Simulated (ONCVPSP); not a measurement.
## Before and after: ONCV potential for chromium (Cr)

| Item | Value |
| --- | --- |
| Element | Cr (Z = 24) |
| Generator | ONCVPSP 4.0.1 |
| Type | optimised norm-conserving Vanderbilt (ONCV) |
| Functional | PBE |
| Relativity | scalar-relativistic |
| Frozen core | [Ne] |
| Valence charge | 14 |
| Reference configuration | 3s2 3p6 3d5 4s1 |
| Partial waves | 3s+4s: rc 1.60 bohr, ncon 4, nbas 8, qcut 7.6 1/bohr, 2 projectors; 3p: rc 0.95 bohr, ncon 4, nbas 7, qcut 7 1/bohr, 2 projectors, debl 3.4 Ha; 3d: rc 1.80 bohr, ncon 4, nbas 9, qcut 8.2 1/bohr, 2 projectors, debl 0.7 Ha |
| Local potential | polynomial inside 0.65 bohr (lpopt 5, dvloc0 0 Ha) |
| Core correction | none |

Change: d: rc 1.88.

Cutoffs: the cutoffs (Ha) at which the residual kinetic energy of the hardest occupied pseudo-wave falls to 1 and 0.1 mHa per electron; they do not see the model core or the augmentation charge, which bear on the density cutoff. Errors are all-electron minus pseudo energies relative to the spin-unpolarised reference configuration.

What does the change do?

The potential gets neither clearly harder nor softer (39 Ha and 144 Ha → 39 Ha and 144 Ha); of the 3 tests that both files solve, the error grows in 1 and shrinks in 0 by more than 15 % and 0.3 meV (median size 7.1 → 8.5 meV); neither file shows a bound ghost.

| quantity | base | changed |
| --- | --- | --- |
| cutoff, loose | 39 Ha | 39 Ha |
| cutoff, tight | 144 Ha | 144 Ha |
| loose cutoff by channel | s 17 Ha, p 39 Ha, d 27 Ha | s 17 Ha, p 39 Ha, d 26 Ha |
| bound ghosts | none | none |
| GHOST(+) flags under 300 eV | s at 155.9 eV | s at 155.9 eV |
| tests with a reliable result | 3 of 4 | 3 of 4 |
| error for 3s2 3p6 3d5 4s0, meV [ΔE 6.90 eV] | +5.1 | +5.8 |
| error for 3s2 3p6 3d4 4s0, meV [ΔE 22.95 eV] | +7.1 | +8.5 |
| error for 3s2 3p5 3d5 4s1, meV [ΔE 51.51 eV] | -140 | -159 |
| s: phases at 1.62 bohr within 0.05 rad from the reference energy up to (Ha; the scan ends near 5) | 4.9 | 4.9 |
| p: phases at 0.97 bohr within 0.05 rad from the reference energy up to (Ha; the scan ends near 5) | to the end of the scan | to the end of the scan |
